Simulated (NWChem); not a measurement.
# hexafluorodisilane (Si₂F₆); SMILES F[Si](F)(F)[Si](F)(F)F

```xyz
8

F      0.3886    -1.4468     1.7195
Si     0.0000     0.0000     1.1580
F      1.0587     1.0599     1.7195
F     -1.4473     0.3869     1.7195
Si     0.0000     0.0000    -1.1580
F      1.4496    -0.3781    -1.7195
F     -1.0522    -1.0663    -1.7195
F     -0.3974     1.4444    -1.7195
```
Atoms are numbered in this order, from 1.

Program: NWChem. Geometry: optimised at PBE0/def2-SVP. Atomic charges in e: unrestrained fits to the electrostatic potential beside Mulliken populations; buried atoms are poorly determined by the fit.

### Question
Estimate the computed values for B3LYP/def2-SVP. Quantities: ESP F1; Mulliken F1; ESP Si2; Mulliken Si2; ESP F3; Mulliken F3; ESP F4; Mulliken F4; ESP Si5; Mulliken Si5; relative RMS misfit of the potential (%).

### Answer
```json
{
  "ESP F1": "-0.26",
  "Mulliken F1": "-0.31",
  "ESP Si2": "0.79",
  "Mulliken Si2": "0.92",
  "ESP F3": "-0.26",
  "Mulliken F3": "-0.31",
  "ESP F4": "-0.26",
  "Mulliken F4": "-0.31",
  "ESP Si5": "0.78",
  "Mulliken Si5": "0.92",
  "relative RMS misfit of the potential (%)": "29"
}
```
